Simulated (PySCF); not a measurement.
# Which determinant of InH lies lowest?

Unrestricted PBE0; basis In def2-TZVP with ECP28, H def2-TZVP; scalar-relativistic core potentials; PySCF 2.14. Outer shells of the fragments: In 4d10 5s2 5p1; H 1s1.

Followed along the bond (rough minima from three points):

```tsv
2Ms+1	unpaired	⟨S²⟩ at the start	R at minimum (Å)	Te (eV)
1	none	0.00	1.85	0.00
3	σ ↑, π ↑	2.01	1.78	1.99
```

Solutions found at the starting distance of 1.710 Å, counted from the lowest of them; the search is not exhaustive and high or unbound solutions are not listed, so other states can lie among these:

```json
{"2Ms+1": "1", "unpaired": "none", "term": "¹Σ⁺", "E (eV)": "0.00", "⟨S²⟩": "0.00", "⟨Lz²⟩": "0.00", "μ (D)": "-0.16"}
{"2Ms+1": "3", "unpaired": "σ ↑, π ↑", "term": "³Π", "E (eV)": "1.91", "⟨S²⟩": "2.01", "⟨Lz²⟩": "1.00", "μ (D)": "-0.30"}
{"2Ms+1": "1", "unpaired": "σ ↑, π ↓", "term": "mixed", "E (eV)": "2.23", "⟨S²⟩": "1.02", "⟨Lz²⟩": "1.00", "μ (D)": "-0.21"}
{"2Ms+1": "3", "unpaired": "σ ↑↑", "term": "³Σ⁺", "E (eV)": "5.19", "⟨S²⟩": "2.00", "⟨Lz²⟩": "0.00", "μ (D)": "2.08"}
{"2Ms+1": "3", "unpaired": "π ↑↑", "term": "³Σ⁻", "E (eV)": "5.33", "⟨S²⟩": "2.11", "⟨Lz²⟩": "0.00", "μ (D)": "-0.66"}
{"2Ms+1": "1", "unpaired": "π ↑↓", "term": "mixed", "E (eV)": "5.72", "⟨S²⟩": "1.00", "⟨Lz²⟩": "2.01", "μ (D)": "-0.77"}
{"2Ms+1": "1", "unpaired": "none", "term": "mixed", "E (eV)": "6.38", "⟨S²⟩": "0.00", "⟨Lz²⟩": "2.01", "μ (D)": "-0.72"}
```

A term symbol is given only where ⟨S²⟩ and ⟨Lz²⟩ are close to those of a pure state; real π, δ and φ orbitals otherwise mix terms. A positive dipole means In(−)H(+).

Question: Compare the gap between the two lowest followed solutions at the starting distance with the gap between their minima.

Answer: At PBE0 the second solution (triplet, unpaired electrons σ ↑, π ↑) lies +1.91 eV from the first (singlet, closed shell) at 1.710 Å and +1.99 eV at the minima; the two curves relax by different amounts, since their minima lie near 1.78 and 1.85 Å.

Spin–orbit coupling is left out. Counting both spins, an empty level lies below a filled one in some of these solutions, because spin and occupation are held.
